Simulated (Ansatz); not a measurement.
Sn₄Ge⁻, relaxed as a doublet with UKS r2SCAN-D4/def2-SVPD in Ansatz, starting from the GFN1-xTB geometry. Force threshold 0.02 eV/Å.

In the def2 sets Sn takes a core potential; there is no spin–orbit coupling. The structure comes from a short search, and lower isomers may exist.

Start:

```xyz
5

Ge   -0.212    0.270   -0.134
Sn   -0.574   -0.943   -0.678
Sn    0.001   -0.001   -0.004
Sn    1.113    0.511   -0.422
Sn   -0.328    0.163    1.237
```

**Question.** Estimate the energy that the relaxation releases and the steps that it takes.

**Answer.** 149779.4 kcal/mol, in 24 steps; 10 min on 4 threads of Arm Neoverse V2 on a shared host. No frequencies were taken in this run, so the end may be a saddle point.

**Question.** Does the start keep its bonding and symmetry?

**Answer.** Bonds lost: Sn2–Sn5 (atoms count from 1). Point group Cs at the start, C2v at the end, both within 0.05 Å.

**Question.** Predict the relaxed structure.

**Answer.** 
```xyz
5

Ge   -1.387    0.490   -0.040
Sn   -0.464   -0.937   -2.052
Sn    0.372   -1.638    0.745
Sn    1.356    1.028   -0.695
Sn    0.122    1.058    2.042
```
Bond lengths (bridged metal pairs left out): 5 × Sn–Sn 3.00 to 3.19 Å; 4 × Ge–Sn 2.63 to 2.87 Å.
